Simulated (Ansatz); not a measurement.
One change: `FC(I)[SiH2]Cl` becomes `NC(F)[SiH2]Cl`.

Ansatz, PBE0-D4/def2-TZVP geometries, multiplicity 1. Each molecule was computed in one conformer, which needn't be the lowest.

Elements past krypton have def2 core potentials.

```csv
property,`FC(I)[SiH2]Cl`
HOMO–LUMO gap (PBE/def2-TZVPP) / eV,4.15
HOMO energy (PBE/def2-TZVPP) / eV,-6.43
HOMO–LUMO gap (PBE0/def2-TZVPP) / eV,6.20
HOMO energy (ωB97M-V/def2-TZVPP) / eV,-9.76
HOMO energy (PBE0/def2-TZVPP) / eV,-7.60
HOMO–LUMO gap (ωB97M-V/def2-TZVPP) / eV,10.31
```

Task: What does the change do to each property? (An estimate is asked.)

Result: The calculation gave: 
| property | `NC(F)[SiH2]Cl` | shift |
| --- | --- | --- |
| HOMO–LUMO gap (PBE/def2-TZVPP) / eV | 5.90 | 1.75 |
| HOMO energy (PBE/def2-TZVPP) / eV | -6.65 | -0.22 |
| HOMO–LUMO gap (PBE0/def2-TZVPP) / eV | 8.30 | 2.10 |
| HOMO energy (ωB97M-V/def2-TZVPP) / eV | -10.51 | -0.75 |
| HOMO energy (PBE0/def2-TZVPP) / eV | -8.14 | -0.54 |
| HOMO–LUMO gap (ωB97M-V/def2-TZVPP) / eV | 12.49 | 2.18 |

With PBE0 the HOMO falls by 0.54 eV and the LUMO rises by 1.57 eV, so the gap widens by about 2.11 eV. PBE moves the HOMO by -0.22 eV and ωB97M-V by -0.75 eV.

Spin–orbit coupling is left out; it splits and shifts lone-pair levels of the heavy atoms by tenths of an eV.
